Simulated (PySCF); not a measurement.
**Dipole response of Sc (scandium, neutral)**

[Ar] 3d2 4s1, high-spin 4F determinant (an excited configuration). Computed with PySCF 2.14 in aug-cc-pVQZ-DK (9s8p6d4f3g2h, 140 functions), with scalar relativity by spin-free X2C-1e. Coupled (time-dependent) response in atomic units; α is the mean over directions.

```tsv
method	mean α (bohr³)	C₆ (like pair)	S(−4)
PBE	184.8	1740	137600
```

S(−4) is the Cauchy moment in α(ω) = α(0) + S(−4) ω² + …

α(iu) at PBE:

| u (hartree) | α(iu) (bohr³) |
| --- | --- |
| 0 | 184.8 |
| 0.0500 | 107.8 |
| 0.100 | 68.27 |
| 0.200 | 32.48 |
| 0.300 | 19.34 |
| 0.500 | 9.887 |
| 0.750 | 5.847 |
| 1.00 | 4.040 |
| 1.50 | 2.355 |
| 2.00 | 1.559 |
| 3.00 | 0.8258 |
| 5.00 | 0.3452 |
